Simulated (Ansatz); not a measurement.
Basis-set series for C3H7NOSi (`C#COC(N)[SiH3]`). Total charge 0; spin multiplicity 1. The geometry is a stationary point of PBE0-D4/def2-TZVP. It is one conformer, not always the lowest.

| functional | basis | functions | energy (Eh) | HOMO (eV) | LUMO (eV) |
| --- | --- | --- | --- | --- | --- |
| PBE0-D4 | def2-SVP | 123 | -537.21164 | -6.70 | 0.86 |
| PBE0-D4 | def2-QZVPP | 565 | -537.61968 | -6.83 | 0.18 |
| ωB97M-V | def2-SVP | 123 | -537.48645 | -8.93 | 2.70 |
| ωB97M-V | def2-QZVPP | 565 | -537.90423 | -9.09 | 1.51 |

Q: Give the rows for def2-TZVPP. (Best estimate.)

A: Ansatz gave: 
```tsv
functional	basis	functions	energy (Eh)	HOMO (eV)	LUMO (eV)
PBE0-D4	def2-TZVPP	295	-537.59604	-6.80	0.38
ωB97M-V	def2-TZVPP	295	-537.88238	-9.06	1.94
```

Positive LUMOs are unbound and depend on the basis.
